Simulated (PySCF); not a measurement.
B(H)(NH2)2 (BH₅N₂), SMILES NBN. Geometry: B3LYP-D3(BJ)/def2-TZVP. One conformer was computed; it need not be the lowest.

Computed with B3LYP-D3(BJ)/def2-TZVP in PySCF.

Harmonic wavenumbers (cm⁻¹): 362, 402, 406, 460, 605, 828, 928, 931, 1096, 1197, 1430, 1640, 1642, 2600, 3598, 3599, 3697, 3698. Rotational constants (GHz): 53.51, 9.069, 7.755; symmetry number 2.

Work out the zero-point energy and the ideal-gas rigid-rotor harmonic-oscillator thermochemistry at 298.15 K and 1 atm.

ZPE = ½ Σ hcν = ½ × 29121 cm⁻¹ = 41.63 kcal/mol. H − E(el) = 45.00 kcal/mol. Entropy in cal/(mol K): translation 37.26, rotation 20.60, vibration 4.79, total 62.64. G − E(el) = 26.32 kcal/mol. Cp = 16.99 cal/(mol K).
